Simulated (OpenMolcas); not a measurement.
Pt4+ among 8 point charges of -1.2 e arranged as a cube (Oh), 2.01 Å from the ion.

```
Program             : OpenMolcas 26.06
Method              : SS-CASPT2, IPEA 0.25 Eh, imaginary shift 0.1 Eh (closed shells correlated: 5s 5p)
Basis               : ANO-RCC-VDZP [7s6p4d2f]
Scalar Hamiltonian  : DKH2, point nucleus
Active space        : 6 electrons in 5 orbitals (5d)
State averaging     : 2S+1 = 5 even, 5 roots; 2S+1 = 3 even, 45 roots; 2S+1 = 1 even, 50 roots
Spin-orbit coupling : RASSI with atomic mean-field integrals over the reference wave functions
```

Q: What is the spin-free ground state (labels of O, the rotations of Oh)?

A: 5E, 2-fold in its orbital part, 100 % from free-ion D terms; it has the highest spin that d6 allows.

Q: Where is the first state of the same spin?

A: 5T2 at 5590 cm-1 above the ground state.

Q: What are the lowest two levels with spin-orbit coupling?

A: A 1-fold level A1, then a 2-fold level E 170 cm-1 above it. Their leading multiplicities are 5 (81 %) and 5 (77 %).

Q: What is χT at 300 K?

A: 4.16 cm3 K/mol.

Roots that are degenerate in the reference are averaged as groups; the widest CASPT2 spread within a group is 200 cm-1 (the 3-fold group of multiplicity 3 near 50700 cm-1 above the lowest state of its run). Shifts and gaps below about the spread of the groups concerned are not significant. Spin-orbit coupling mixes the spin-free states strongly: the lowest level takes only 64 % from its leading state, 5E. An orbital doublet at a regular site is open to a Jahn-Teller distortion, which this geometry leaves out. Point charges give a weaker field than real ligands, and real ions of this kind are as a rule low spin; the high spin found here belongs to the model. Free-ion shares, where given, are those of the reference states; single-state CASPT2 does not remix them. Point charges carry no covalency, so the field is a model and not that of real ligands. No measured value stands beside these numbers.
